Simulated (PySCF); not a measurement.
Electron correlation in P+ (phosphorus, charge +1)

[Ne] 3s2 3p2, high-spin 3P determinant. All numbers are calculated (PySCF 2.14, scalar relativity by spin-free X2C-1e, in Sapporo-DZP-2012 (5s4p2d, 27 functions)). Frozen: [Ne]; 4 electrons correlated.

MP2 pair energies summed by pair of shells (mhartree):

```
 pair  energy  share (%)
3s-3p  -30.41       60.9
3s-3s  -14.03       28.1
3p-3p   -5.49       11.0
```

Total MP2 correlation energy: -49.93 mhartree.

Same-spin part -8.41 and opposite-spin part -41.52 mhartree; SCS-MP2 scales them by 1/3 and 6/5 to -52.63 mhartree.

```json
{"level": "CCSD", "correlation energy (mhartree)": "-72.22"}
{"level": "(T)", "correlation energy (mhartree)": "-1.00"}
{"level": "CCSD(T)", "correlation energy (mhartree)": "-73.22"}
```

Diagnostics: T1 = 0.0091, D1 = 0.0253, largest double amplitude 0.105.

Cost of the coupled-cluster step: 0.16 s of wall time on 1 thread of Neoverse-V1 (shared host), for 4 correlated electrons.

Iterations:

```
CC2 = 0
CCSD nocc = (np.int64(3), np.int64(1)), nmo = (22, 22)
frozen orbitals [[0, 1, 2, 3, 4], [0, 1, 2, 3, 4]]
max_cycle = 100
direct = 0
conv_tol = 1e-08
conv_tol_normt = 1e-06
diis_space = 8
diis_start_cycle = 0
Init t2, MP2 energy = -0.0499319967115823
Init E_corr(UCCSD) = -0.0499319967172313
cycle = 1  E_corr(UCCSD) = -0.0647615938368013  dE = -0.0148295971  norm(t1,t2) = 0.0560644
cycle = 2  E_corr(UCCSD) = -0.0693935184859876  dE = -0.00463192465  norm(t1,t2) = 0.0217928
cycle = 3  E_corr(UCCSD) = -0.0721898687530576  dE = -0.00279635027  norm(t1,t2) = 0.0100063
cycle = 4  E_corr(UCCSD) = -0.0721952571191002  dE = -5.38836604e-06  norm(t1,t2) = 0.00194708
cycle = 5  E_corr(UCCSD) = -0.0722250710490487  dE = -2.98139299e-05  norm(t1,t2) = 0.000312762
cycle = 6  E_corr(UCCSD) = -0.0722128856302945  dE = 1.21854188e-05  norm(t1,t2) = 5.2461e-05
cycle = 7  E_corr(UCCSD) = -0.0722179070156427  dE = -5.02138535e-06  norm(t1,t2) = 1.27215e-05
cycle = 8  E_corr(UCCSD) = -0.0722168637656236  dE = 1.04325002e-06  norm(t1,t2) = 3.20482e-06
cycle = 9  E_corr(UCCSD) = -0.0722169415920779  dE = -7.78264543e-08  norm(t1,t2) = 3.99217e-07
cycle = 10  E_corr(UCCSD) = -0.0722169307018131  dE = 1.08902647e-08  norm(t1,t2) = 8.97127e-08
cycle = 11  E_corr(UCCSD) = -0.0722169300870411  dE = 6.14772011e-10  norm(t1,t2) = 4.74165e-08
UCCSD converged
E(UCCSD) = -341.1214614648413  E_corr = -0.0722169300870411
UCCSD(T) correction = -0.000997247842068606
```
